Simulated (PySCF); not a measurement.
# One molecule, several mistakes: AlBH6N anion

Calculated results; nothing here was measured. They come from PySCF 2.14.0, an open-source quantum chemistry program, on an isolated molecule that a program drew, which may never have been made. The molecule is AlBH6N anion (charge -1, singlet), drawn as the SMILES string `[BH2][AlH2-][NH2]`.

Each row is a Hartree-Fock (HF) and frozen-core CCSD(T) single point in the aug-cc-pV(D+d)Z basis, meant for a local HF minimum. Run 1 is clean. Each other run has one planted mistake out of seven kinds, and not every kind appears here: one electron removed, one electron added, multiplicity raised by two, geometry at a saddle point, minimal basis STO-3G, one bond length entered in bohr, all coordinates scaled. The reference is restricted for singlets and unrestricted otherwise, and also for a bond in bohr. Adding or removing an electron swaps singlet and doublet. Electrons count all cores. HOMO and LUMO are orbital energies over both spins, the gradient is its largest component, and the lowest frequency (negative if imaginary) is given only where the gradient is small. Bond lengths are over the 8 bonds as drawn. T1 is the CCSD diagnostic: over 0.02 (restricted) or 0.045 (unrestricted) a single reference is doubtful.

Geometry of the clean run:
```xyz
9
AlBH6N anion, angstrom
B    -1.0586    2.2993    0.6624
Al    0.7245    1.1271    0.1211
N     0.2475   -0.6717   -0.1731
H    -2.0554    1.8510    1.2134
H    -1.1689    3.5080    0.5118
H     1.4726    1.6579   -1.2481
H     1.7782    1.3421    1.3962
H     0.9576   -1.2980   -0.5076
H    -0.2456   -1.1537    0.5573
```

| run | electrons | basis functions | <S^2> | HOMO (eV) | LUMO (eV) | gradient (hartree/bohr) | lowest frequency (cm^-1) | mean bond (Å) | longest bond (Å) | T1 | HF (hartree) | CCSD(T) (hartree) | mistake |
|---|---|---|---|---|---|---|---|---|---|---|---|---|---|
| 1 | 32 | 132 | 0.000 | -4.23 | 3.28 | 2.3e-05 | 115 | 1.4822 | 2.202 | 0.0128 | -324.54930 | -324.98328 | no fault |
| 2 | 32 | 25 | 0.000 | -0.60 | 13.20 | 6.3e-02 | - | 1.4822 | 2.202 | 0.0086 | -320.43645 | -320.58598 | minimal basis STO-3G |
| 3 | 32 | 132 | 0.501 | -3.92 | 3.23 | 2.1e-02 | - | 1.6183 | 2.313 | 0.0613 | -324.44705 | -324.88580 | one bond length entered in bohr |
| 4 | 32 | 132 | 2.014 | -2.53 | 3.22 | 5.0e-02 | - | 1.4822 | 2.202 | 0.0178 | -324.49222 | -324.91263 | multiplicity raised by two |
| 5 | 31 | 132 | 0.771 | -9.52 | -1.68 | 6.2e-02 | - | 1.4822 | 2.202 | 0.0679 | -324.44171 | -324.85193 | ? |

**Which mistake was planted in run 5, and what did it cost?**

It counts 31 electrons, one fewer than the clean run, at the same geometry and basis. So the mistake is: one electron removed. Subtracting run 1 and multiplying by 627.51 kcal/mol a hartree, the energy moved by 67.5 kcal/mol in HF and 82.4 kcal/mol in CCSD(T).

Cautions from the logs. Run 3: T1 is over the limit, so its CCSD(T) energy is less reliable; run 5: T1 is over the limit, so its CCSD(T) energy is less reliable.
